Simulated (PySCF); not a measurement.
CH12N2Si3, SMILES C[Si](N)(N)[SiH2][SiH3]. Atoms are numbered in the order given.

```xyz
18

C     -1.3976    -1.2873    -1.3639
Si    -1.1425    -0.0748     0.0423
N     -0.8177    -0.9028     1.5292
N     -2.6068     0.8609     0.1248
Si     0.8604     1.1168    -0.3268
Si     2.6493    -0.3290     0.1262
H     -2.2682    -1.9320    -1.1608
H     -1.5719    -0.7712    -2.3211
H     -0.5130    -1.9318    -1.4780
H     -0.1855    -0.5076     2.2149
H     -1.5444    -1.4515     1.9779
H     -3.0904     1.0940    -0.7363
H     -2.6708     1.6309     0.7824
H      0.9834     2.3180     0.5662
H      0.9562     1.6029    -1.7428
H      2.4819    -1.5969    -0.6513
H      3.9863     0.2541    -0.2120
H      2.6522    -0.6743     1.5835
```

Geometry optimised at PBE0-D3(BJ)/def2-SVP. The structure was generated by enumeration, and PubChem lists no compound with its InChIKey, so it may never have been made. Other conformers were not sampled.

Two levels are set side by side: PBE/pcSseg-1 (PySCF) and PBE0/pcSseg-1 (PySCF). GIAO shifts against NH3 (¹⁵N), TMS (²⁹Si), TMS (¹H), TMS (¹³C) at the same level; non-relativistic, no solvent, atoms listed together averaged. Differences are taken from unrounded values.

```
quantity                   PBE0
-----------------------  ------
δ(¹³C) of C1 (ppm)          3.5
δ(²⁹Si) of Si2 (ppm)      -10.8
δ(²⁹Si) of Si5 (ppm)     -122.4
δ(²⁹Si) of Si6 (ppm)     -103.5
δ(¹H) of H14, H15 (ppm)    3.37
```

What does PBE give, and how far is it from PBE0? (Estimate from the structure and the level; the computed values follow.)


| quantity | PBE | PBE minus PBE0 |
|---|---|---|
| δ(¹³C) of C1 (ppm) | 3.5 | 0.0 |
| δ(²⁹Si) of Si2 (ppm) | -12.3 | -1.4 |
| δ(²⁹Si) of Si5 (ppm) | -128.0 | -5.6 |
| δ(²⁹Si) of Si6 (ppm) | -108.4 | -4.9 |
| δ(¹H) of H14, H15 (ppm) | 3.43 | 0.07 |

Rough cost on one machine, each run with all the roots and properties that it gave: PBE0 against PBE within a factor of 2.
